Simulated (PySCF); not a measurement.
The numbers are results of PBE-D3(BJ)/def2-TZVP // B3LYP-D3(BJ)/def2-TZVP (PySCF), not measurements. All species are isolated molecules in the gas phase. One relaxed conformer stands for a flexible species; it need not be the lowest. Excitations are Tamm–Dancoff values on a coarser integration grid. The basis has no diffuse functions, so Rydberg states are missing or too high.

Reference species (SMILES): `[NH2][Ga]([OH])[OH]` (neutral, multiplicity 1).

The S1 oscillator strength comes out as 0.013 and the S1 excitation (TDA) is 4.81 eV. The HOMO is -6.11 eV.

After one change: the S1 oscillator strength drops by 0.013; the S1 excitation (TDA) rises by 0.61 eV; the HOMO falls by 1.09 eV.

### Question
What was changed between the two runs? The new species is one of these.
(A) `[OH][Ga]([OH])[OH]`
(B) `[NH2][Ga]([NH2])[NH2]`
(C) `[NH2][Ga]([NH2])[OH]`

### Answer
A, `[OH][Ga]([OH])[OH]`
